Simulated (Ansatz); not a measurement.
Computed with Ansatz on PBE0-D4/def2-TZVP structures; ΔE is electronic, products minus reactants. CBS: MP2 limit from def2 TZ/QZ plus the TZ coupled-cluster correction, frozen cores. This one scheme is used for every species. DFT in def2-TZVPP. B3LYP here is the variant with VWN-RPA as its local correlation; programs differ in this. Each species was taken in one conformer, which may not be the lowest.

Reaction (ligand exchange at a B–N bond): `C=NBCCl` + CH₃OH → `COBCCl` + `C=N`

`C=NBCCl`:

```xyz
10

C     2.072    0.011   -0.032
N     0.885    0.077   -0.380
B    -0.422    0.140   -0.718
C    -1.580   -0.069    0.333
Cl   -1.049   -0.397    2.005
H     2.622   -0.935   -0.053
H     2.617    0.897    0.307
H    -0.712    0.365   -1.860
H    -2.215   -0.904    0.030
H    -2.219    0.816    0.368
```

CH₃OH:

Z-matrix (Å, degrees):
```
C
O 1 1.409
H 1 1.097 2 112.4
H 1 1.090 2 107.0 3 -118.5
H 1 1.097 2 112.4 3 123.0
H 2 0.959 1 108.5 3 -61.6
```

`COBCCl`:

Z-matrix (Å, degrees):
```
C
O 1 1.414
H 1 1.091 2 108.8
H 1 1.093 2 111.3 3 -120.9
H 1 1.092 2 108.8 3 118.4
B 2 1.341 1 122.2 3 123.7
C 6 1.574 2 118.1 1 176.9
H 6 1.202 2 120.6 1 -1.8
Cl 7 1.797 6 104.5 2 -111.7
H 7 1.090 6 114.0 2 132.2
H 7 1.089 6 114.1 2 5.1
```

`C=N`:

```xyz
5

C     0.351   -0.085   -0.146
N    -0.786   -0.404    0.294
H     0.723    0.942   -0.239
H     1.033   -0.876   -0.465
H    -1.322    0.424    0.556
```

```json
{"level": "PBE0-D4", "ΔE (kJ/mol)": "-23.2", "difference from CCSD(T)/CBS": "12.1"}
{"level": "B3LYP-D4", "ΔE (kJ/mol)": "-26.6", "difference from CCSD(T)/CBS": "8.7"}
{"level": "ωB97X-V", "ΔE (kJ/mol)": "-35.5", "difference from CCSD(T)/CBS": "-0.2"}
{"level": "ωB97M-V", "ΔE (kJ/mol)": "-33.8", "difference from CCSD(T)/CBS": "1.5"}
{"level": "B2PLYP", "ΔE (kJ/mol)": "-33.5", "difference from CCSD(T)/CBS": "1.8"}
{"level": "r2SCAN", "ΔE (kJ/mol)": "-24.0", "difference from CCSD(T)/CBS": "11.3"}
{"level": "HF/def2-TZVPP", "ΔE (kJ/mol)": "-50.8", "difference from CCSD(T)/CBS": "-15.5"}
{"level": "SCS-MP2/def2-TZVPP", "ΔE (kJ/mol)": "-40.4", "difference from CCSD(T)/CBS": "-5.1"}
{"level": "CCSD(T)/def2-TZVPP", "ΔE (kJ/mol)": "-39.8", "difference from CCSD(T)/CBS": "-4.5"}
{"level": "CCSD/CBS(def2)", "ΔE (kJ/mol)": "-36.7", "difference from CCSD(T)/CBS": "-1.4"}
{"level": "CCSD(T)/CBS", "ΔE (kJ/mol)": "-35.3", "difference from CCSD(T)/CBS": "0"}
```

Largest T1 diagnostic among the species: 0.014.

From PBE to PBE0 (25 % exact exchange), in def2-TZVPP and without D4, ΔE moves by −5.6 kJ/mol. In def2-TZVPP, CCSD(T) changes the Hartree–Fock value by +10.9 kJ/mol (the triples alone add +1.4 kJ/mol) and MP2 by +14.9 kJ/mol.
